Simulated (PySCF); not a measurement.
## C₆ coefficients of unlike pairs at PBE0

Calculated with PySCF 2.14 from the dipole response of each species, C₆(A,B) = (3/π) ∫ α_A(iu) α_B(iu) du, in atomic units, from isotropic polarisabilities. For ions this is the dispersion term alone; charge-induced terms of lower order in 1/R come first.

| species | configuration | basis | relativity | α (bohr³) | C₆ (like pair) |
| --- | --- | --- | --- | --- | --- |
| O⁺ | [He] 2s2 2p3 (4S) | x2c-QZVPPall with one added diffuse shell each of s, p, d, f type (8s5p4d3f1g) | spin-free X2C | 2.631 | 5.121 |
| Si³⁺ | [Ne] 3s1 (2S) | dyall-acv3z (19s12p6d4f) | none | 7.342 | 14.00 |
| Mn³⁺ | [Ar] 3d4 (5D) | x2c-TZVPPall with one added diffuse shell each of s, p, d, f type (7s6p5d3f1g) | spin-free X2C | 1.976 | 4.866 |
| Ge⁺ | [Ar] 3d10 4s2 4p1 (2P) | def2-QZVPPD (12s7p5d4f1g) | none | 19.53 | 114.7 |

(1) Estimate C₆ for Ge⁺ with Si³⁺.

No spin-orbit coupling is included.

The other pairs:

| pair | C₆ |
| --- | --- |
| Mn³⁺, O⁺ | 4.848 |
| Ge⁺, Mn³⁺ | 19.35 |
| Ge⁺, O⁺ | 22.25 |
| Si³⁺, O⁺ | 7.513 |
| Mn³⁺, Si³⁺ | 6.460 |

Answers

(1) The integral gives 39.95. The combination rule 2 C_A C_B / (C_A α_B/α_A + C_B α_A/α_B) gives 39.98 and the geometric mean 40.08.
